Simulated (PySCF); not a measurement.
Structure problem from calculated spectra and properties.

Elements present: B, C, H and N. Monoisotopic mass: 95.0906 u.

- 13C NMR: chemical shifts (computed TMS as zero) by class: 118.3 (1 C), 86.0 (1 C), 39.5 (2 C), 4.5 (1 C) ppm [GIAO HF/pcSseg-1]
- 1H NMR: chemical shifts (computed TMS as zero) by class: 4.34 (1 H), 2.77 (6 H), 1.99 (3 H) ppm [GIAO HF/pcSseg-1]
- Rotational structure: rotational constants A, B, C: 8.029, 1.073, 0.964 GHz [PBE0-D3(BJ)/def2-SVP]
- Couplings: largest of the computed one-bond spin–spin couplings (means over like bonds): 13C–13C +162.9, 11B–1H +143.4, 13C–1H +141.0 (×6), 13C–1H +137.5 (×3), 13C–11B +106.5, 13C–13C +73.5, 15N–11B -34.1, 15N–13C -11.0 (×2) Hz [B3LYP/pcJ-1, spin–dipole term left out for some pairs]
- NMR, other nuclei: isotropic shieldings of nuclei other than C and H, by class: 81 (1 B), 160 (1 N) ppm [GIAO HF/pcSseg-1]
- Triplet: lowest triplet excitation (Tamm–Dancoff): 4.37 eV [TDA wB97X-D/def2-SVPD]

Electronic properties: PySCF, gas phase, density fitting. Levels stand in brackets. Isolated species at its PBE0-D3(BJ)/def2-SVP geometry, gas phase. Each NMR value is the plain mean over a class of atoms that symmetry, rotation or inversion makes alike.

Problem. Which formula fits the mass and the elements?

Solution. C5H10BN (calculated 95.0906). No other formula that holds each of these elements comes within 0.0003 u with a fitting electron parity and a possible valence count.

Problem. What is the compound? Reason from the data.

Solution. Numbering: `[CH3:1][C:2]#[C:3][BH:4][N:5]([CH3:6])[CH3:7]`. 5 carbons fall into 4 classes; from least to most shielded: alkyne carbon [C2] (118.3 ppm), alkyne carbon [C3] (86.0 ppm), N-methyl carbon [C6/C7] (39.5 ppm, 2 C, up to 3.9 ppm apart in this geometry), propargylic carbon [C1] (4.5 ppm). Hydrogen classes from least to most shielded: 1 H on a three-coordinate boron, B4 (4.34 ppm), 6 H on 2 N-methyl carbons, C6/C7 (2.77 ppm, a mean of values up to 1.7 ppm apart in this geometry), 3 H on a propargylic carbon, C1 (1.99 ppm). The other shieldings belong to: 81 ppm, three-coordinate boron [B4]; 160 ppm, boron-bound nitrogen [N5]. The couplings run between: +162.9 Hz, alkyne carbon [C2] and alkyne carbon [C3]; +143.4 Hz, three-coordinate boron [B4] and its hydrogen; +141.0 Hz, N-methyl carbon [C6] and its hydrogen (with 5 like pairs); +137.5 Hz, propargylic carbon [C1] and its hydrogen (with 2 like pairs); +106.5 Hz, alkyne carbon [C3] and three-coordinate boron [B4]; +73.5 Hz, propargylic carbon [C1] and alkyne carbon [C2]; -34.1 Hz, boron-bound nitrogen [N5] and three-coordinate boron [B4]; -11.0 Hz, boron-bound nitrogen [N5] and N-methyl carbon [C6] (with 1 like pair). By its constants the optimised geometry is an asymmetric top. Structure: `CC#CBN(C)C`. Computed isomers that give other values at the same levels: `CC#CB(N)CC` (rotational constant A: 3.615 GHz; this holds for the one conformer computed). The assignments are read from this structure; whether some other isomer fits the data as well wasn't checked.

Conformer computed: `[CH3:1][C:2]#[C:3][BH:4][N:5]([CH3:6])[CH3:7]`: C3–B4–N5–C6 0°.
